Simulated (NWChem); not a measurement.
Program: NWChem. System: chlorotrifluoromethane (CClF3), charge 0, spin multiplicity 1, at a geometry optimised with PBE0/def2-SVP. Level: PBE0/def2-SVP.

NWChem printed:

```
             Northwest Computational Chemistry Package (NWChem) 7.3.0
             --------------------------------------------------------

                                NWChem Input Module
                                -------------------

 Scaling coordinates for geometry "geometry" by  1.889725989
 (inverse scale =  0.529177249)

                             Geometry "geometry" -> ""
                             -------------------------

 Output coordinates in angstroms (scale by  1.889725989 to convert to a.u.)

  No.       Tag          Charge          X              Y              Z
 ---- ---------------- ---------- -------------- -------------- --------------
    1 F                    9.0000     0.56175600    -0.84780700     1.07213200
    2 C                    6.0000    -0.02441100    -0.35246700     0.00000000
    3 F                    9.0000     0.56175600    -0.84780700    -1.07213200
    4 F                    9.0000    -1.29079200    -0.71949200     0.00000000
    5 Cl                  17.0000     0.09717500     1.40298600     0.00000000

 Effective nuclear repulsion energy (a.u.)     251.4394348475

            Nuclear Dipole moment (a.u.)
            ----------------------------
        X                 Y               Z
 ---------------- ---------------- ----------------
    -0.0000207870     0.0000113384     0.0000000000


 Summary of "ao basis" -> "" (spherical)
 ------------------------------------------------------------------------------
       Tag                 Description            Shells   Functions and Types
 ---------------- ------------------------------  ------  ---------------------
 *                          def2-svp                  on all atoms

                                 NWChem DFT Module
                                 -----------------

 Summary of "ao basis" -> "ao basis" (spherical)
 ------------------------------------------------------------------------------
       Tag                 Description            Shells   Functions and Types
 ---------------- ------------------------------  ------  ---------------------
 F                          def2-svp                 6       14   3s2p1d
 C                          def2-svp                 6       14   3s2p1d
 Cl                         def2-svp                 8       18   4s3p1d

 Summary of "ao basis" -> "ao basis" (spherical)
 ------------------------------------------------------------------------------
[...]
    50      0.189858  4 F  py                62      0.190421  5 Cl py

 Vector   24  Occ=2.000000D+00  E=-3.631075D-01
              MO Center=  1.1D-01,  1.2D+00,  3.3D-05, r^2= 1.5D+00
   Bfn.  Coefficient  Atom+Function         Bfn.  Coefficient  Atom+Function
  ----- ------------  ---------------      ----- ------------  ---------------
    69      0.622161  5 Cl pz                66      0.476098  5 Cl pz
    63      0.273971  5 Cl pz                 5      0.140336  1 F  py
    33     -0.140249  3 F  py                 8     -0.097978  1 F  py
    36      0.097917  3 F  py                23      0.058966  2 C  pz
    48      0.058195  4 F  pz                51     -0.048170  4 F  pz

 Vector   25  Occ=2.000000D+00  E=-3.631072D-01
              MO Center=  5.6D-02,  1.2D+00, -3.3D-05, r^2= 1.5D+00
   Bfn.  Coefficient  Atom+Function         Bfn.  Coefficient  Atom+Function
  ----- ------------  ---------------      ----- ------------  ---------------
    67      0.620675  5 Cl px                64      0.474960  5 Cl px
    61      0.273316  5 Cl px                47     -0.160193  4 F  py
    50      0.110965  4 F  py                 5      0.076896  1 F  py
    33      0.077055  3 F  py                21      0.058823  2 C  px
     8     -0.053165  1 F  py                36     -0.053276  3 F  py

 Vector   26  Occ=0.000000D+00  E= 3.227318D-02
              MO Center=  5.0D-02,  7.2D-01,  6.9D-09, r^2= 1.7D+00
   Bfn.  Coefficient  Atom+Function         Bfn.  Coefficient  Atom+Function
  ----- ------------  ---------------      ----- ------------  ---------------
    68      0.847683  5 Cl py                17      0.615489  2 C  s
    19      0.600316  2 C  py                60     -0.552093  5 Cl s
    16      0.536185  2 C  s                 22      0.485477  2 C  py
    65      0.302639  5 Cl py                59     -0.202416  5 Cl s
    62      0.183770  5 Cl py                15     -0.165897  2 C  s

 Vector   27  Occ=0.000000D+00  E= 1.580019D-01
              MO Center=  1.9D-02, -1.5D-01, -9.0D-06, r^2= 2.0D+00
   Bfn.  Coefficient  Atom+Function         Bfn.  Coefficient  Atom+Function
  ----- ------------  ---------------      ----- ------------  ---------------
    21      1.118565  2 C  px                45      0.672162  4 F  s
    18      0.657489  2 C  px                 3     -0.336174  1 F  s
    31     -0.335996  3 F  s                 49      0.318338  4 F  px
    67     -0.314533  5 Cl px                 9      0.245014  1 F  pz
    37     -0.244964  3 F  pz                46     -0.231724  4 F  px

 Vector   28  Occ=0.000000D+00  E= 1.580040D-01
              MO Center= -4.0D-02, -1.5D-01,  9.0D-06, r^2= 2.0D+00
   Bfn.  Coefficient  Atom+Function         Bfn.  Coefficient  Atom+Function
  ----- ------------  ---------------      ----- ------------  ---------------
    23      1.121246  2 C  pz                20      0.659064  2 C  pz
     3     -0.582062  1 F  s                 31      0.582164  3 F  s
    69     -0.315285  5 Cl pz                51     -0.260854  4 F  pz
     7      0.232176  1 F  px                35     -0.232138  3 F  px
    48      0.202637  4 F  pz                 8     -0.193722  1 F  py

 center of mass
 --------------
 x =  -0.00132484 y =  -0.01912095 z =   0.00000000

 moments of inertia (a.u.)
 ------------------
         539.709014044762         -15.775904352139           0.000000000000
         -15.775904352139         313.032680948166           0.000000000000
           0.000000000000           0.000000000000         540.801594756940

     Multipole analysis of the density
     ---------------------------------

     L   x y z        total         alpha         beta         nuclear
     -   - - -        -----         -----         ----         -------
     0   0 0 0     -0.000000    -25.000000    -25.000000     50.000000

     1   1 0 0      0.006489      0.003255      0.003255     -0.000021
     1   0 1 0      0.093562      0.046775      0.046775      0.000011
     1   0 0 1      0.000000      0.000000      0.000000      0.000000

     2   2 0 0    -24.444273    -49.432017    -49.432017     74.419760
     2   1 1 0      0.065334     -3.815264     -3.815264      7.695861
     2   1 0 1      0.000000      0.000000      0.000000      0.000000
     2   0 2 0    -23.505341   -104.251597   -104.251597    184.997853
     2   0 1 1     -0.000000     -0.000000     -0.000000      0.000000
     2   0 0 2    -24.448785    -49.167779    -49.167779     73.886772

 Task  times  cpu:        1.3s     wall:        1.3s

 Total times  cpu:        1.3s     wall:        1.3s
```

Problem. Write an NWChem input that would produce this output.

Solution. One answer among several that fit: 
```
start mol
memory heap 200 mb stack 900 mb global 1100 mb
geometry units angstroms nocenter noautoz noautosym
  F      0.561756    -0.847807     1.072132
  C     -0.024411    -0.352467     0.000000
  F      0.561756    -0.847807    -1.072132
  F     -1.290792    -0.719492     0.000000
  Cl     0.097175     1.402986     0.000000
end
basis spherical
  * library def2-svp
end
dft
  xc pbe0
  semidirect memsize 60000000 filesize 0
  iterations 100
end
task dft energy
```
